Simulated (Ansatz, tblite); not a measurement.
Isomers of AsP2 (doublet), found by a short tight-binding search and relaxed with PBE-D4/def2-TZVP in Ansatz.

The xTB rows come from tblite.

Run but left out: HF/def2-TZVP, HF/def2-TZVPP, MP2/def2-TZVPP (A: ⟨S²⟩ 1.18 to 1.19, where a pure state has 0.75); CCSD/def2-TZVPP, CCSD(T)/def2-TZVPP (B: ⟨S²⟩ 1.46, where a pure state has 0.75).

B: At BLYP-D4/def2-TZVP the gap within one spin of the charge 0 doublet nearly closes, so an electron or hole may be smeared out by delocalisation error.

Other spin states were run for one of them alone.

A:

```xyz
3

P     0.1292   -1.1108    0.4559
P     0.8507    0.8102    0.4774
As   -0.9799    0.3005   -0.9333
```

B:

```xyz
3

P    -0.4126    0.2447    1.9454
P    -0.0089    0.0053    0.0431
As    0.4215   -0.2500   -1.9884
```

Task: Estimate their order by electronic energy at PBE0-D4/def2-TZVP, counted from the lowest.

Result: A (0.0) < B (127.9), in kJ/mol.

Task: Do the other levels pick the same lowest one?

Result: All that were run do. Energies above each level's lowest (kJ/mol):

```json
{"level": "GFN1-xTB", "A": "0.0", "B": "69.8"}
{"level": "GFN2-xTB", "A": "0.0", "B": "107.8"}
{"level": "PBE-D4/def2-TZVP", "A": "0.0", "B": "112.1"}
{"level": "BLYP-D4/def2-TZVP", "A": "0.0", "B": "98.6"}
{"level": "r2SCAN-D4/def2-TZVP", "A": "0.0", "B": "109.7"}
{"level": "PBE0-D4/def2-TZVP", "A": "0.0", "B": "127.9"}
```
Point groups (tolerance 0.1 Å): A not assigned, B C∞v. Lower isomers may exist.
